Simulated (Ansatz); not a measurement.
Reaction (cleavage of the Si–In bond): `[CH3][In]([SiH3])[Cl]` + `NC[SeH]` → `NC[Se][SiH3]` + `[CH3][InH][Cl]`

Gas-phase electronic energies from Ansatz, PBE0-D4/def2-TZVP geometries. CBS: MP2 limit from def2 TZ/QZ plus the TZ coupled-cluster correction, frozen cores. Functionals use def2-TZVPP. Elements past krypton have def2 core potentials. For In, Se outer-core shells are correlated without core-valence functions, which leaves a few kJ/mol of doubt a bond. Scalar relativity is left out up to krypton. Each species was taken in one conformer, which may not be the lowest.

```tsv
level	ΔE (kJ/mol)
revPBE-D4	-32.9
CAM-B3LYP-D4	-33.9
```

(1) What does CCSD(T)/CBS give? (An estimate is asked.)

Largest T1 diagnostic among the species: 0.012.

## Answers

(1) Ansatz gave: -34.1 kJ/mol. The listed levels differ from it by 1.2, 0.2 kJ/mol.

From PBE to PBE0 (25 % exact exchange), in def2-TZVPP and without D4, ΔE moves by −4.5 kJ/mol. The D4 term adds −6.9 kJ/mol with B3LYP and −3.4 kJ/mol with PBE0; it sums over pairs of atoms, weighted by their polarisabilities, and B3LYP, whose exchange is more repulsive, gets the larger term.

B3LYP here is the variant with VWN-RPA as its local correlation; programs differ in this.
